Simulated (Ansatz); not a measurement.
Ansatz (a program for electronic structure) input (B2PLYP/def2-TZVPD):

Ansatz 0.2 input:
```yaml
crystal:
  periodic: [false, false, false]
  atoms:
    - {symbol: Si, position_ang: [-0.96272697, 0.01639356, -0.05969868]}
    - {symbol: Cl, position_ang: [0.98761079, -0.01681728, 0.06124173]}
    - {symbol: H, position_ang: [-1.63462977, 1.31893689, -0.08644145]}
    - {symbol: H, position_ang: [-1.67657612, -1.26255284, -0.11888637]}
basis:
  gaussian:
    orbitals: def2-TZVPD
hamiltonian:
  xc: {name: B2PLYP}
total_charge: 1
magnetization: {spin_polarized: false}
correlation: {electrons: outside_noble_gas}
```

End of the output:

```
integrals: 0.06 GiB planned
686 factors; integrals over basis functions are off by at most 1.8e-3 eV
mean field: 0.32 GiB planned
mean field evaluation 1: about -20414.2245 eV, gradient 2.7e1 eV
mean field evaluation 2: about -20414.2282 eV, gradient 2.7e1 eV
mean field evaluation 4: about -20415.9515 eV, gradient 2.4e0 eV
mean field evaluation 8: about -20415.9657 eV, gradient 1.7e-2 eV
mean field evaluation 16: about -20415.9657 eV, gradient 5.7e-7 eV
mean field -20415.96574840 eV, -750.2729028151 hartree, gradient 6.0e-7 eV, S^2 0.000000; 0 other end points of the search recorded, 0 dependent functions left out
10 core orbitals not correlated
reference -20415.96588508 eV, -750.2729078381 hartree; 6, 6 occupied and 91, 91 virtual orbitals, 686 factors
second order -9.33898064 eV of doubles, -0.00000000 eV of singles
Total energy: -20418.48740986 eV, -750.3655721643 hartree
```
